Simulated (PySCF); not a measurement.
# Continuum solvent and chemical shifts

Numbering as in the mapped SMILES `[O:1]=[C:2]([O-:3])[O:4][C@H:5]([F:6])[C:7]([F:8])=[C:9]([F:10])[F:11]`. Each H is labelled by its parent atom.

GIAO PBE0/pcSseg-1 in PySCF 2.14 on one PBE0-D3(BJ)/def2-SVP conformer, non-relativistic, equivalent nuclei averaged. Solvents enter as an IEF-PCM continuum (chloroform with ε = 4.7, dichloromethane with ε = 8.9) around the gas-phase geometry. Shifts are referred to TMS, CFCl3 computed in the same medium.

In chloroform, δ in ppm: C9 166.0, C2 150.8, C7 141.5, C5 105.8, F10 -102.5, F11 -115.3, F6 -132.0, F8 -191.3, H(C5) 6.98. Dipole moment 9.97 D.

(1) How does each δ change in the more polar medium?

(2) Which nuclei move most (in ppm), and what does the model miss?

Results:

(1) 
| atoms | environment | Δδ, dichloromethane |
| --- | --- | --- |
| C9 | fully substituted alkene carbon | +0.4 |
| C2 | carbonate carbon | +0.5 |
| C7 | fully substituted alkene carbon | -0.2 |
| C5 | allylic sp3 CH bonded to F and O | +0.1 |
| F10 | vinylic fluorine | +2.1 |
| F11 | vinylic fluorine | +0.9 |
| F6 | fluorine on an sp3 carbon | -0.1 |
| F8 | vinylic fluorine | +0.2 |
| H(C5) | hydrogen on an allylic sp3 CH bonded to F and O | 0.00 |

Changes are relative to chloroform. The dipole moment becomes 10.14 D in dichloromethane.

(2) F10 (vinylic fluorine, +2.1 ppm) in dichloromethane. A continuum only polarises the solute; specific hydrogen bonds, the anisotropy of aromatic solvents and changes of geometry or conformer are outside it, as are counter-ions.
